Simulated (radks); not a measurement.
Species: Te. Configuration: [Kr] 4d10 5s2 5p4.

All-electron calculation, Dirac Kohn-Sham, PW91, spin-unpolarised, spherical densities, finite nucleus; open shells fill j = l - 1/2 first; Fermi nuclear charge, rms radius 4.7423 fm. Program: a radial shooting solver on a logarithmic mesh with Libxc functionals.

Energy parts (eV):
total: -184971.486
kinetic: 195605.309
electron-nucleus: -449312.758
Hartree: 73553.443
exchange-correlation: -4817.481

Orbitals (lengths in bohr, moments of r in powers of bohr):
| orbital | occ. | eigenvalue (eV) | <r^4> | <1/r> | <r> | small-component weight |
|---|---|---|---|---|---|---|
| 1s1/2 | 2 | -31607.98 | 2.871e-06 | 55.57 | 0.02781 | 3.66e-02 |
| 2s1/2 | 2 | -4845.501 | 0.0004915 | 12.94 | 0.1194 | 7.80e-03 |
| 2p1/2 | 2 | -4540.380 | 0.0003148 | 12.93 | 0.1008 | 7.83e-03 |
| 2p3/2 | 4 | -4265.785 | 0.0003751 | 11.96 | 0.1064 | 7.45e-03 |
| 3s1/2 | 2 | -964.1156 | 0.02143 | 4.602 | 0.3219 | 2.29e-03 |
| 3p1/2 | 2 | -838.5876 | 0.02054 | 4.512 | 0.3122 | 2.24e-03 |
| 3p3/2 | 4 | -787.4139 | 0.02354 | 4.275 | 0.3237 | 2.13e-03 |
| 3d3/2 | 4 | -565.8075 | 0.01947 | 4.127 | 0.2947 | 2.01e-03 |
| 3d5/2 | 6 | -555.1064 | 0.02032 | 4.065 | 0.2983 | 1.98e-03 |
| 4s1/2 | 2 | -164.0527 | 0.6462 | 1.836 | 0.7646 | 6.44e-04 |
| 4p1/2 | 2 | -120.9028 | 0.8234 | 1.723 | 0.8015 | 5.82e-04 |
| 4p3/2 | 4 | -111.1726 | 0.9494 | 1.646 | 0.8302 | 5.49e-04 |
| 4d3/2 | 4 | -42.3459 | 2.113 | 1.381 | 0.9652 | 4.05e-04 |
| 4d5/2 | 6 | -40.8774 | 2.230 | 1.361 | 0.9775 | 3.97e-04 |
| 5s1/2 | 2 | -15.0480 | 38.52 | 0.6246 | 2.087 | 9.98e-05 |
| 5p1/2 | 2 | -6.4609 | 105.1 | 0.5008 | 2.588 | 6.42e-05 |
| 5p3/2 | 2 | -5.6680 | 130.5 | 0.4743 | 2.722 | 5.79e-05 |

The highest occupied level is 5p3/2 at -5.668 eV. Summed over all electrons, <r^2> = 61.86 bohr^2, which gives a Langevin (diamagnetic) susceptibility term of -49 x 10^-6 cm^3/mol. For comparison, the ionisation energy in NIST's Atomic Spectra Database is 9.010 eV (measured). In exact Kohn-Sham theory the highest level is minus the ionisation energy, but local and semilocal functionals leave it too shallow, through self-interaction and a potential that decays too fast; potentials with the right tail come closer.

Beside tabulated values, note that spin-unpolarised runs miss the spin-polarisation part of the exchange energy of open shells.
